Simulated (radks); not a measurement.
Problem. These are the eigenvalues of the occupied orbitals of an atom or ion with whole-number occupations (hartree). All-electron calculation, non-relativistic Kohn-Sham, LB94 model potential, spin-polarised, spherical densities, point nucleus. Program: a radial shooting solver on a logarithmic mesh with Libxc functionals.

1s: -14.03668

Which element is it, and in what charge state? The configuration may be excited. Open shells, if any, are filled with parallel spins first.

Solution. Z = 6, carbon, charge +4: C4+ in [He]. The 1s level, -14.037 hartree, gives Z - s = 5.3 by -(Z - s)^2/2, which with screening narrows Z to a few neighbours, and with so few levels the electron count can be read from the list.
